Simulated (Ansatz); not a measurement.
The same path of GeH4O (6 atoms, charge 0, multiplicity 1) was run twice with different band settings. Lost on the way: Ge1–H2, Ge1–H3. Made: H2–H3.

Method: RKS PBE-D4/def2-SVP (Ansatz 0.2.0).

Relaxed end points:

```xyz
6
Properties=species:S:1:pos:R:3
Ge 0.261 -0.020 0.226
H 0.329 0.044 1.781
H 1.678 -0.033 -0.389
H -0.567 1.187 -0.307
O -0.455 -1.582 -0.321
H -1.361 -1.686 0.023
```

```xyz
6
Properties=species:S:1:pos:R:3
Ge -0.875 0.110 0.459
H 1.528 0.040 1.286
H 1.706 0.290 0.573
H -0.214 0.988 -0.727
O -0.938 -1.399 -0.558
H -1.323 -2.119 -0.021
```

Common settings: movable images 9; climbing image yes; spring 5.0 eV/Å²; optimiser quadratic models (default); force threshold 0.03 eV/Å; iteration limit 60; end points relaxed.

| run | start path |
| --- | --- |
| 1 | through a guess of the saddle point |
| 2 | straight line |

**Question.** What does each run give, and how far can it be trusted?

**Answer.** Run 1: converged after 17 iterations, highest image 2.187 eV above the first end. A vibrational analysis at the climbing image gives one clearly imaginary mode, 1103i cm⁻¹: a first-order saddle point.
Run 2: converged after 9 iterations, highest image 2.187 eV above the first end. Another band between the same ends (9 images) ends at a top of the same energy, where a vibrational analysis finds 1 clearly imaginary mode.
The orbitals stay closed-shell, which can raise the energy where a bond breaks towards radicals; this wasn't checked here.
